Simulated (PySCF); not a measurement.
Al(Cl)(Me)(NCO) (C2H3AlClNO), SMILES [CH3][Al]([Cl])[N]=C=O.

Geometry: PBE-D3(BJ)/def2-SVP. The structure was generated by enumeration; whether it is a known compound was not checked. The values are those of a single conformer.

Calculation: TDDFT-PBE/def2-SVPD in PySCF 2.14.0.

Vertical excitations. Isolated molecule, no solvent.

| state | energy (eV) | λ (nm) | f | main pairs |
|---|---|---|---|---|
| S1 | 5.34 | 232 | 0.000 | HOMO→LUMO 100 % |
| S2 | 5.81 | 213 | 0.004 | HOMO−2→LUMO 99 % |
| S3 | 5.86 | 212 | 0.031 | HOMO→LUMO+1 54 %, HOMO−1→LUMO 42 % |
| S4 | 5.99 | 207 | 0.093 | HOMO−1→LUMO 49 %, HOMO→LUMO+1 43 % |
| S5 | 6.10 | 203 | 0.003 | HOMO−1→LUMO+1 99 % |
| S6 | 6.43 | 193 | 0.059 | HOMO−2→LUMO+1 82 %, HOMO−3→LUMO 14 % |
| S7 | 6.53 | 190 | 0.003 | HOMO−4→LUMO 97 % |
| S8 | 6.59 | 188 | 0.070 | HOMO−3→LUMO 79 % |
| S9 | 6.87 | 180 | 0.054 | HOMO−3→LUMO+1 97 % |
| S10 | 7.14 | 174 | 0.062 | HOMO−4→LUMO+1 90 % |
| T1 | 5.22 | 238 | 0 | HOMO→LUMO 98 % |
| T2 | 5.31 | 234 | 0 | HOMO−1→LUMO 98 % |
| T3 | 5.58 | 222 | 0 | HOMO−2→LUMO 96 % |
| T4 | 5.73 | 217 | 0 | HOMO→LUMO+1 97 % |
Triplets are in the Tamm–Dancoff approximation, which puts them higher than full response would, so one can lie above its singlet here.
